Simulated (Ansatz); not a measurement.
Molecule: Be$_{2}$O, charge 0, multiplicity 3. This is an excited triplet: at this geometry the singlet lies 0.19 eV lower at CCSD(T)/CBS(def2-TZVPPD,def2-QZVPPD). 
Structure (B3LYP-D3(BJ)/def2-TZVP (Ansatz, a first-principles code) minimum search):
```xyz
3

Be     0.0000     0.0000    -1.4076
O      0.0000     0.0000     0.0000
Be     0.0000     0.0000     1.4076
```
Charge 0, spin multiplicity 3.

Basis-set convergence of Hartree-Fock and CCSD(T) correlation energies (hartree) with Ansatz. Cores are frozen in the correlated levels unless marked. Open shells are spin-unrestricted. Spin-orbit coupling is left out. Non-relativistic.

```json
[
 {"basis": "def2-SVPD", "functions": "47", "E(HF)": "-104.09160", "E(corr, CCSD(T))": "-0.23308"},
 {"basis": "def2-TZVPPD", "functions": "84", "E(HF)": "-104.22667", "E(corr, CCSD(T))": "-0.28746"},
 {"basis": "def2-QZVPPD", "functions": "138", "E(HF)": "-104.23832", "E(corr, CCSD(T))": "-0.31059"}
]
```

Extrapolating the two largest sets (X = 3 and 4) as X^-3: E(corr) = (64·(-0.31059) - 27·(-0.28746))/37 = -0.3275 Eh, an estimate of the basis-set limit. The largest set recovers 94.8 % of it, the smallest 71.2 %.
